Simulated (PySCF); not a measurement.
C₂H₄ClGeN.
Structure used (PBE0-D3(BJ)/def2-SVP), in Å, numbered top down from 1:
```
atom  x, y, z in Å
N1    -0.981    2.600   -1.426
C2    -0.798    1.460   -1.338
C3    -0.527    0.043   -1.227
Ge4    1.406   -0.341   -1.292
Cl5    2.066    0.225   -3.262
H6    -0.933   -0.347   -0.280
H7    -1.008   -0.501   -2.054
H8     1.626   -1.851   -1.125
H9     2.170    0.502   -0.267
```

The calculation used MP2 and CCSD/aug-cc-pVDZ in PySCF, restricted Hartree–Fock reference, frozen core, non-relativistic, gas phase, PBE0-D3(BJ)/def2-SVP geometry.

E(HF) = -2667.41040 Eh.

Problem. How large is the problem?

Solution. 168 basis functions and 72 electrons; 17 orbitals frozen, which leaves o = 19 correlated occupied and v = 132 virtual orbitals. That is o·v = 2508 singles and o·v(o·v + 1)/2 = 3146286 distinct closed-shell doubles amplitudes before symmetry; the costliest CCSD step grows as o²v⁴ = 1.1 × 10^11.

Problem. What are the MP2 and CCSD correlation energies?

Solution. MP2 -0.7045 Eh and CCSD -0.7457 Eh, which gives totals of -2668.11488 and -2668.15607 Eh. That is 0.534 eV for each correlated electron at CCSD (1958 kJ/mol in all, 0.028 % of the total energy); MP2 gives 94.5 % of the CCSD value.

Problem. What is the T1 diagnostic?

Solution. 0.0104, below the customary warning level of 0.02. It is the norm of the spatial-orbital singles amplitudes over the root of the number of correlated electrons, so the norm is 0.064.

Problem. How does correlation change the dipole moment?

Solution. HF gives 5.09 D and CCSD (unrelaxed density) 4.61 D, a change of -0.48 D.

No triples correction and no basis-set extrapolation were made.

One conformer stands for the species.
